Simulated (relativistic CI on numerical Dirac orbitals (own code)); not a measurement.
Cs49+: computed level list

These numbers are calculated, not measured: Dirac-Coulomb-Breit CI, KLI orbitals optimised for each configuration, a model potential for QED, unscaled Slater integrals (own radial code, finite nucleus).

CI space (outside the closed core 1s2): 2s²2p², 2s2p³, 2p⁴, 2p³3s, 2p³3p, 2p³3d, 2s²2p3s, 2s²2p3p, 2s²2p3d, 2s2p²3s, 2s2p²3p, 2s2p²3d, 2s²2p4s, 2s²2p4p, 2s²2p4d, 2s²2p4f. Levels of other configurations are missing.

The lowest level is 2s²2p² ³P0, with 70 % of that term; Hund's rules for 2s²2p² give ³P with J = 0, in agreement.

| No. | Configuration | Term | J | E (eV) | % | Landé g |
| --- | --- | --- | --- | --- | --- | --- |
| 1 | 2s²2p² | ³P | 0 | 0.00 | 70 |  |
| 2 | 2s²2p² | ³P | 1 | 361.78 | 100 | 1.483 |
| 3 | 2s²2p² | ¹D | 2 | 377.87 | 63 | 1.164 |
| 4 | 2s2p³(2P°) | ³P° | 2 | 552.72 | 45 | 1.566 |
| 5 | 2s2p³(2D°) | ³D° | 1 | 615.67 | 36 | 1.084 |
| 6 | 2s²2p² | ³P | 2 | 752.57 | 62 | 1.296 |
| 7 | 2s²2p² | ¹S | 0 | 794.21 | 69 |  |
| 8 | 2s2p³(2D°) | ³D° | 2 | 897.52 | 48 | 1.543 |
| 9 | 2s2p³(2D°) | ³D° | 3 | 933.59 | 100 | 1.312 |
| 10 | 2s2p³(2P°) | ³P° | 0 | 972.10 | 100 |  |
| 11 | 2s2p³(4S°) | ³S° | 1 | 987.64 | 45 | 1.294 |
| 12 | 2s2p³(2D°) | ¹D° | 2 | 998.14 | 72 | 1.071 |
| 13 | 2s2p³(2P°) | ³P° | 1 | 1001.39 | 54 | 1.349 |
| 14 | 2p⁴ | ³P | 2 | 1203.74 | 69 | 1.332 |
| 15 | 2p⁴ | ¹S | 0 | 1249.37 | 60 |  |
| 16 | 2s2p³(2P°) | ³P° | 2 | 1334.00 | 52 | 1.408 |
| 17 | 2s2p³(2P°) | ¹P° | 1 | 1393.24 | 41 | 1.198 |
| 18 | 2p⁴ | ³P | 1 | 1575.11 | 100 | 1.483 |
| 19 | 2p⁴ | ¹D | 2 | 1592.07 | 70 | 1.129 |
| 20 | 2p⁴ | ³P | 0 | 1986.47 | 61 |  |
| 21 | 2s²2p3s | ³P° | 0 | 5252.06 | 99 |  |
| 22 | 2s²2p3s | ³P° | 1 | 5254.98 | 67 | 1.321 |
| 23 | 2s²2p3p | ³D | 1 | 5310.10 | 73 | 0.652 |
| 24 | 2s²2p3p | ³P | 0 | 5340.89 | 69 |  |
| 25 | 2s2p²(3P)<4P>3s | ⁵P | 1 | 5413.57 | 29 | 1.838 |
| 26 | 2s²2p3p | ³D | 2 | 5433.74 | 54 | 1.158 |
| 27 | 2s²2p3p | ³P | 1 | 5443.91 | 29 | 1.738 |
| 28 | 2s2p²(3P)<4P>3s | ³P | 0 | 5450.18 | 71 |  |
| 29 | 2s²2p3d | ³F° | 2 | 5480.85 | 74 | 0.753 |
| 30 | 2s2p²(1S)<2S>3p | ³P° | 1 | 5483.33 | 26 | 1.301 |

Energies count from the lowest computed level; ° marks odd parity. Percentages are summed over parent terms; the parents shown are those of the largest component, closed shells are left out there, and <> holds an intermediate term.

The mean weight of the leading LS term, summed over parents, in these 30 levels is 64 %, and that of the leading jj configuration (from the same eigenvectors) 96 %, so jj coupling describes them better and the LS labels are nominal.

At this charge energies of transitions that change n are usually good to better than 1 %, and those within a shell (Δn = 0) to a few per cent.

LS names give the leading component of a level, which can be under half, so a name can repeat, a term be missing and a line seem to break the LS rules.
